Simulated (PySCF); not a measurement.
SiHCl3, SMILES Cl[SiH](Cl)Cl. Geometry optimised at PBE0-D3(BJ)/def2-SVP. The isomer is the one that the SMILES or the coordinates give; other isomers of the formula were not compared.

Computed equilibrium geometry at PBE0-D3(BJ)/def2-SVP (PySCF confirms it by a frequency run) as a Z-matrix, and its point group:
point group C3v.
```
Si
H 1 1.4757
Cl 1 2.0442 2 109.72
Cl 1 2.0442 2 109.72 3 -120.00
Cl 1 2.0442 2 109.72 4 -120.00
```
Charge 0, spin multiplicity 1.
